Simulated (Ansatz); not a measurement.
Reactions of CH6BNSn, SMILES `[CH3][SnH]1[BH][NH]1`.

Calculated with Ansatz (gas phase, PBE0-D4/def2-TZVP geometries, no zero-point term in ΔE). CCSD(T)/CBS is the MP2 limit (def2-TZVPP, def2-QZVPP) plus CCSD(T) − MP2 in def2-TZVPP, frozen cores. This one scheme is used for every species, atoms too. DFT in def2-TZVPP. Open shells (•) are unrestricted, without spin–orbit coupling. Spin–orbit coupling would lower the free atoms: a little for B, C; strongly for Sn. Elements past krypton have def2 core potentials. For Ga, Ge, Sn outer-core shells are correlated without core-valence functions, so the limit isn't a true one: a few kJ/mol of doubt a bond, and 10 to 20 or more in all where bonds break to atoms. Scalar relativity is left out up to krypton. One conformer a species, not always the lowest.

```json
{"reaction": "`[CH3][SnH]1[BH][NH]1` → `[BH]1[NH][SnH2]1` + `[CH2]` (triplet)", "HF/CBS(def2) (eV)": "3.20", "PBE0-D4 (eV)": "4.73", "r2SCAN-D4 (eV)": "4.54"}
{"reaction": "`[CH3][SnH]1[BH][NH]1` → B• + C• + 6 H• + N• + Sn•", "HF/CBS(def2) (eV)": "24.52", "PBE0-D4 (eV)": "34.73", "r2SCAN-D4 (eV)": "34.78"}
{"reaction": "`[CH3][SnH]1[BH][NH]1` + `[OH][GeH]([F])[SH]` → `C[O][GeH]([F])[SH]` + `[BH]1[NH][SnH2]1`", "HF/CBS(def2) (eV)": "0.71", "PBE0-D4 (eV)": "0.82", "r2SCAN-D4 (eV)": "0.82"}
{"reaction": "`[CH3][SnH]1[BH][NH]1` + `[NH2][Ga]([Cl])[Cl]` → `C[NH][Ga]([Cl])[Cl]` + `[BH]1[NH][SnH2]1`", "HF/CBS(def2) (eV)": "0.60", "PBE0-D4 (eV)": "0.64", "r2SCAN-D4 (eV)": "0.66"}
{"reaction": "`[CH3][SnH]1[BH][NH]1` + H₂ → `[BH]1[NH][SnH2]1` + CH₄", "HF/CBS(def2) (eV)": "-0.68", "PBE0-D4 (eV)": "-0.47", "r2SCAN-D4 (eV)": "-0.45"}
```

(1) Give the CCSD(T)/CBS values in the same order. (An estimate is asked.)

Largest T1 diagnostic: 0.016, for `[BH]1[NH][SnH2]1`.

Results:

(1) The calculation gave: 4.84, 34.76, 0.91, 0.73, -0.37 eV.
